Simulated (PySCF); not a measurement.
**How methods differ on the excitation energy of Cd⁺**

Cd⁺ [Kr] 4d10 5s1 (2S) → Cd⁺ [Kr] 4d10 5p1 (2P), as a difference of total energies. Computed with PySCF 2.14 in def2-TZVPPD with the def2 core potential (28 electrons), with a scalar-relativistic core potential. Correlated levels: valence and next inner shell: nothing frozen outside the core potential. The calculations carry no spin-orbit coupling.

| method | excitation energy (eV) | error (eV) |
| --- | --- | --- |
| UHF | 5.220 | -0.457 |
| MP2 (valence and next inner shell) | 5.840 | +0.163 |
| SCS-MP2 (valence and next inner shell) | 5.746 | +0.069 |
| CCSD (valence and next inner shell) | 5.700 | +0.023 |
| CCSD(T) (valence and next inner shell) | 5.723 | +0.046 |

Reference: 5.677 eV (measured; NIST levels, between the centres of gravity of the two terms).

Errors of the correlated levels include the incompleteness of this basis.
